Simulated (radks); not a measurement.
Sb, 51 electrons, occupied as [Kr] 4d10 5s2 5p1 4f2 (not the ground configuration). Method: scalar-relativistic Kohn-Sham, PBEsol, spin-unpolarised, spherical densities, finite nucleus; Fermi nuclear charge, rms radius 4.6802 fm; computed with a radial shooting solver on a logarithmic mesh with Libxc functionals.

Local quantities along the radius. ELF = 1/(1 + alpha^2) is the electron localisation function; alpha = (tau - tau_W)/tau_unif compares the Pauli kinetic energy density with that of the uniform gas. tau is taken from the large components.

```
   r/bohr * ELF (the largest magnitude, 0.999, reaches the edge; | marks zero)
 0.001615 |                                                      *
  0.00226 |                                                      *
 0.003137 |                                                      *
  0.00439 |                                                      *
 0.006094 |                                                      *
 0.008528 |                                                      *
  0.01184 |                                                      *
  0.01657 |                                                    *
    0.023 |                                             *
  0.03218 |                         *
  0.04467 |                 *
  0.06251 |                              *
  0.08678 |                                        *
   0.1214 |                              *
   0.1686 |                 *
   0.2359 |                                  *
   0.3275 |                                        *
   0.4582 |             *
   0.6361 |                          *
   0.8901 |                                         *
    1.236 |                           *
    1.729 |              *
      2.4 |                        *
    3.359 |        *
    4.663 *
    6.525 *
    9.058 |*
    12.67 |*
    17.59 *
    24.62 *
```

On this mesh the ELF has minima near r = 0.045, 0.17, 0.54, 1.7 bohr, which separate the shells, and maxima near 0.087 (0.75), 0.28 (0.75), 0.89 (0.76), 2.4 (0.46).
